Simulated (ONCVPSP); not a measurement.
Building the ONCV potential for Cs (BLYP, fully relativistic).

ONCVPSP 4.0.1 was run on this input:

```
# ATOM AND REFERENCE CONFIGURATION
# atsym  z   nc   nv     iexc    psfile
  Cs 55.00    9    2  -106131      upf
#
#   n    l    f
    1    0    2.00
    2    0    2.00
    2    1    6.00
    3    0    2.00
    3    1    6.00
    3    2   10.00
    4    0    2.00
    4    1    6.00
    4    2   10.00
    5    0    2.00
    5    1    6.00
#
# PSEUDOPOTENTIAL AND OPTIMIZATION
# lmax
    2
#
#   l,   rc,      ep,       ncon, nbas, qcut
    0    1.85    0.00    4    9    3.00
    1    2.90    0.00    4    8    4.40
    2    2.50    0.41    4    7    4.20
#
# LOCAL POTENTIAL
# lloc, lpopt,  rc(5),   dvloc0
    4    1    1.20   -1.00
#
# VANDERBILT-KLEINMAN-BYLANDER PROJECTORs
# l, nproj, debl
    0    2    3.60
    1    1    2.60
    2    1    1.70
#
# MODEL CORE CHARGE
# icmod, fcfact, rcfact
    0    0.00    0.00
#
# LOG DERIVATIVE ANALYSIS
# epsh1, epsh2, depsh
   -3.00    5.00    0.02
#
# OUTPUT GRID
# rlmax, drl
    6.00    0.01
#
# TEST CONFIGURATIONS
# ncnf
    4
# nvcnf
#   n    l    f
    3
    5    0    2.00
    5    1    6.00
    6    0    1.00
#
    3
    5    0    2.00
    5    1    6.00
    6    0    0.50
#
    3
    5    0    2.00
    5    1    6.00
    6    1    1.00
#
    3
    5    0    1.00
    5    1    6.00
    6    0    1.00
#
```

Command:

```bash
oncvpspr.x < Cs.dat > Cs.out
```

The program printed (shortened: citation, most of the input echo, consistency checks and plot data are left out):

```
ONCVPSP  (Optimized Norm-Conservinng Vanderbilt PSeudopotential)
relativistic version 4.0.1

#   n    l    f        energy (Ha)
    1    0    2.00    -1.3149640D+03
    2    0    2.00    -2.0634618D+02
    2    1    6.00    -1.8119221D+02    -1.9414389D+02
    3    0    2.00    -4.3036880D+01
    3    1    6.00    -3.5458880D+01    -3.7940211D+01
    3    2   10.00    -2.5973947D+01    -2.6500820D+01
    4    0    2.00    -8.2669519D+00
    4    1    6.00    -5.9312579D+00    -6.4385313D+00
    4    2   10.00    -2.8752608D+00    -2.9593572D+00
    5    0    2.00    -1.1663915D+00
    5    1    6.00    -6.5971462D-01    -7.2072888D-01

Reference configufation results
  iterations    21
  all-electron total energy (Ha)   -7.79083448D+03

Begin loop to  construct optimized pseudo wave functions
and semi-local pseudopoentials for all angular momenta

   Wellstate for l =  0  n =  7 kap= -1
     eigenvalue =   2.4336
     asymptotic potential =   2.9336
     half-point radius =  3.1298

Calculating optimized projector #   1

 for l=   0

    Fraction of norm inside rc  0.622121
    Optimizing pswf for qcut=   3.00 a_B^-1,  ecut=   4.50 Ha
    Residual kinetic energy error=  3.05D-02 Ha

    Energy error per electron        Cutoff
         Ha          eV             Ha
         0.01000     0.27211       11.68
         0.00100     0.02721       62.00
         0.00010     0.00272       72.91
         0.00001     0.00027       97.52

Calculating optimized projector #   2

 for l=   0

    Fraction of norm inside rc  0.086712
    Optimizing pswf for qcut=   3.00 a_B^-1,  ecut=   4.50 Ha
    Residual kinetic energy error=  1.48D-01 Ha

    Energy error per electron        Cutoff
         Ha          eV             Ha
         0.01000     0.27211       14.27
         0.00100     0.02721       52.04
         0.00010     0.00272       84.28
         0.00001     0.00027       93.14

Calculating optimized projector #   1

 for l=   1

    Fraction of norm inside rc  0.858985
    Optimizing pswf for qcut=   4.41 a_B^-1,  ecut=   9.71 Ha
    Residual kinetic energy error=  9.95D-07 Ha

    Energy error per electron        Cutoff
         Ha          eV             Ha
         0.01000     0.27211        2.69
         0.00100     0.02721        3.71
         0.00010     0.00272        6.34
         0.00001     0.00027        8.34

Calculating optimized projector #   1

 for l=   1

    Fraction of norm inside rc  0.888060
    Optimizing pswf for qcut=   4.41 a_B^-1,  ecut=   9.71 Ha
    Residual kinetic energy error=  6.08D-07 Ha

    Energy error per electron        Cutoff
         Ha          eV             Ha
         0.01000     0.27211        3.10
         0.00100     0.02721        4.05
         0.00010     0.00272        5.24
         0.00001     0.00027        7.33

WARNING wellstate: moderately localized bound state found for n= 5 l=  2
WARNING scattering state with energy  0.05000000
WARNING will be used for the first projector

   Wellstate for l =  2  n =  6 kap= -3
     eigenvalue =   0.0500
     asymptotic potential =   0.5500
     half-point radius = 11.9689

Calculating optimized projector #   1

 for l=   2

    Fraction of norm inside rc  0.118423
    Optimizing pswf for qcut=   4.20 a_B^-1,  ecut=   8.81 Ha
    Residual kinetic energy error=  2.99D-06 Ha

    Energy error per electron        Cutoff
         Ha          eV             Ha
         0.01000     0.27211        2.50
         0.00100     0.02721        3.88
         0.00010     0.00272        5.02
         0.00001     0.00027        6.05

   Wellstate for l =  2  n =  5 kap=  2
     eigenvalue =   0.4100

Calculating optimized projector #   1

 for l=   2

    Fraction of norm inside rc  0.247379
    Optimizing pswf for qcut=   4.20 a_B^-1,  ecut=   8.81 Ha
    Residual kinetic energy error=  2.42D-06 Ha

    Energy error per electron        Cutoff
         Ha          eV             Ha
         0.01000     0.27211        2.80
         0.00100     0.02721        4.18
         0.00010     0.00272        5.29
         0.00001     0.00027        6.70

Construct Vanderbilt / Kleinmman-Bylander projectors

B matrix Hermiticity error, ll=  0  kap= -1
   1   2   -3.5623D-04

  Orthonormal projector coefficients  1.3115E+01  3.5961E+00

 Orthonormal scalar projector coefficients, l =  1
  4.2034E+00  1.8405E-03

 Orthonormal spin-orbit projector coefficients, l =  1
 -1.4905E-01  1.0381E-01

 Orthonormal scalar projector coefficients, l =  2
  2.3600E+00  4.2131E-05

 Orthonormal spin-orbit projector coefficients, l =  2
  5.3037E-02 -1.2498E-03

Pseudoatom total energy  -20.123120

Diagnostic tests using Vanderbilt-Kleinman-Bylander pseudopotentials
  relativistic with J = L +/- 1/2 projectors

   l  kap   rcore       rmatch      e in        delta e    norm test   slope test

   0  -1   1.8572908   1.9136822  -1.1663915  -0.0000064   1.0000337   1.0000467
   0  -1   1.8572908   1.9136822   2.4336085   0.0000542   1.0002229   1.0002229

   1  -2   2.9088978   2.9972182  -0.6597146  -0.0000005   0.9999980   1.0000024
   1   1   2.9088978   2.9972182  -0.7207289  -0.0000001   0.9999995   0.9999995

   2  -3   2.5048340   2.5808861   0.0500000   0.0000017   1.0000011   1.0000011
   2   2   2.5048340   2.5808861  -0.1573118   0.0000024   1.0000015   1.0000015

Diagnostic tests using Vanderbilt-Kleinman-Bylander pseudopotentials
  relativistic with scalar and spin-orbit non-local projectors

   l  kap   rcore       rmatch      e in        delta e    norm test   slope test

   0  -1   1.8572908   1.9136822  -1.1663915  -0.0000064   1.0000337   1.0000467
   0  -1   1.8572908   1.9136822   2.4336085   0.0000542   1.0002229   1.0002229

   1  -2   2.9088978   2.9972182  -0.6597146  -0.0003845   1.0003189   0.9996738
   1   1   2.9088978   2.9972182  -0.7207289  -0.0004176   1.0003900   0.9997945

   2  -3   2.5048340   2.5808861   0.0500000  -0.0000052   0.9999998   0.9999998
   2   2   2.5048340   2.5808861  -0.1573118  -0.0000048   1.0000006   1.0000006

Ghost test for J = L + 1/2

 Testing for bound ghosts
   n   l    E NL Schr. Eq   E Basis Diag.   E Cutoff

   1   0       -1.166398       -1.166237    100.96

   2   1       -0.659715       -0.659707     26.43

       2                       -0.149664     29.07  WARNING - GHOST(-)

 Testing for highly-localized positive-energy ghosts
       l    <radius>/rc     E Basis Diag.   E Cutoff

       0        0.284384        0.480089    100.96  WARNING - GHOST(+)

       1        0.691307       -0.163159     26.43  WARNING - GHOST(+)

Ghost test for J = L - 1/2

 Testing for bound ghosts
   n   l    E NL Schr. Eq   E Basis Diag.   E Cutoff

   1   0       -1.166398       -1.166237    100.96

   2   1       -0.720729       -0.720722     26.43

   3   2       -0.163742       -0.153076     29.07

 Testing for highly-localized positive-energy ghosts
       l    <radius>/rc     E Basis Diag.   E Cutoff

       0        0.284384        0.480089    100.96  WARNING - GHOST(+)

       1        0.829637        0.056601     26.43  WARNING - GHOST(+)

Test configuration 0

   n   l kap    f        eae           eps        diff
   1   0  -1  2.0000-1314.96398218
   2   0  -1  2.0000 -206.34618416
   2   1  -2  4.0000 -181.19220590
   2   1   1  2.0000 -194.14389326
   3   0  -1  2.0000  -43.03688016
   3   1  -2  4.0000  -35.45887970
   3   1   1  2.0000  -37.94021092
   3   2  -3  6.0000  -25.97394716
   3   2   2  4.0000  -26.50082003
   4   0  -1  2.0000   -8.26695191
   4   1  -2  4.0000   -5.93125788
   4   1   1  2.0000   -6.43853131
   4   2  -3  6.0000   -2.87526083
   4   2   2  4.0000   -2.95935723
   5   0  -1  2.0000   -1.16639154   -1.16639797   -6.43E-06
   5   1  -2  4.0000   -0.65971462   -0.65971516   -5.45E-07
   5   1   1  2.0000   -0.72072888   -0.72072898   -9.57E-08

    Total energies and differences
      AE_ref= -7.79083448E+03  AE_tst= -7.79083448E+03  dif=  0.00E+00
      PS_ref= -2.01231204E+01  PS_tst= -2.01231204E+01  dif= -3.55E-15
      PSP excitation error=  3.55E-15

Test configuration 1

   n   l kap    f        eae           eps        diff
   1   0  -1  2.0000-1314.76817134
   2   0  -1  2.0000 -206.15050246
   2   1  -2  4.0000 -180.99653948
   2   1   1  2.0000 -193.94822637
   3   0  -1  2.0000  -42.84123023
   3   1  -2  4.0000  -35.26323481
   3   1   1  2.0000  -37.74455973
   3   2  -3  6.0000  -25.77829238
   3   2   2  4.0000  -26.30516393
   4   0  -1  2.0000   -8.07155851
   4   1  -2  4.0000   -5.73592319
   4   1   1  2.0000   -6.24316943
   4   2  -3  6.0000   -2.68004824
   4   2   2  4.0000   -2.76413264
   5   0  -1  2.0000   -0.97267964   -0.97245331    2.26E-04
   5   1  -2  4.0000   -0.46835921   -0.46810042    2.59E-04
   5   1   1  2.0000   -0.52865246   -0.52840857    2.44E-04
   6   0  -1  1.0000   -0.07406580   -0.07420287   -1.37E-04

    Total energies and differences
      AE_ref= -7.79083448E+03  AE_tst= -7.79097713E+03  dif= -1.43E-01
      PS_ref= -2.01231204E+01  PS_tst= -2.02660929E+01  dif= -1.43E-01
      PSP excitation error=  3.19E-04

Test configuration 2

   n   l kap    f        eae           eps        diff
   1   0  -1  2.0000-1314.85957250
   2   0  -1  2.0000 -206.24185706
   2   1  -2  4.0000 -181.08788820
   2   1   1  2.0000 -194.03957517
   3   0  -1  2.0000  -42.93257447
   3   1  -2  4.0000  -35.35457717
   3   1   1  2.0000  -37.83590435
   3   2  -3  6.0000  -25.86963829
   3   2   2  4.0000  -26.39651031
   4   0  -1  2.0000   -8.16280970
   4   1  -2  4.0000   -5.82715279
   4   1   1  2.0000   -6.33440901
   4   2  -3  6.0000   -2.77123269
   4   2   2  4.0000   -2.85532151
   5   0  -1  2.0000   -1.06332483   -1.06321128    1.14E-04
   5   1  -2  4.0000   -0.55813371   -0.55799882    1.35E-04
   5   1   1  2.0000   -0.61869725   -0.61857193    1.25E-04
   6   0  -1  0.5000   -0.14193125   -0.14223723   -3.06E-04

    Total energies and differences
      AE_ref= -7.79083448E+03  AE_tst= -7.79092343E+03  dif= -8.90E-02
      PS_ref= -2.01231204E+01  PS_tst= -2.02122819E+01  dif= -8.92E-02
      PSP excitation error=  2.11E-04

Test configuration 3

psatom_r: WARNING lschvkbb convergence error n,l,kap,iter=   3   1  -2

ea(ii),et,emin,emax -1.298803E-01 -1.428684E-01 -1.428684E-01 -1.428684E-01
run_config_r: WARNING for fully non-local PS atom,
 WARNING no output for configuration 4

Test configuration 4

psatom_r: WARNING lschvkbb convergence error n,l,kap,iter=   2   0  -1

ea(ii),et,emin,emax -4.500817E-01 -4.950899E-01 -4.950899E-01 -4.950899E-01
run_config_r: WARNING for fully non-local PS atom,
 WARNING no output for configuration 5
```

Note: ghosts flagged at negative energy: p3/2 at -4.4 eV (a further GHOST(-) flag falls on a real empty level of the atom); GHOST(+) flagged for p1/2 at 1.54 eV, s at 13.1 eV. A true bound ghost makes a file unfit for plane-wave use.

The run took about 3.4 s on one core of a shared server CPU.
